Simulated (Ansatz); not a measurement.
Species: BBr, net charge 1, doublet state. SMILES: [B][Br+]
Structure (B3LYP-D3(BJ)/def2-TZVP (Ansatz, a quantum-chemistry and plane-wave program) minimum search):
```
Br
B 1 1.7549
```
Charge +1, spin multiplicity 2.

Parts of the frozen-core correlation energy in cc-pVDZ (Ansatz, hartree). Frozen orbitals: 15; correlated occupied orbitals by spin: 5 and 4; virtual: 21 and 22. Open shells are spin-unrestricted. No spin-orbit coupling. No relativistic terms.

```csv
term,value
reference (HF),-2596.69228
MP2 opposite-spin,-0.11143
MP2 same-spin,-0.04225
CCSD correlation,-0.17055
(T),-0.00764
CCSDT minus CCSD(T),-0.00110
CCSDT(Q) minus CCSD(T),-0.00158
T1 diagnostic,0.027
largest doubles amplitude,0.059
<S^2> of the reference,0.765
```
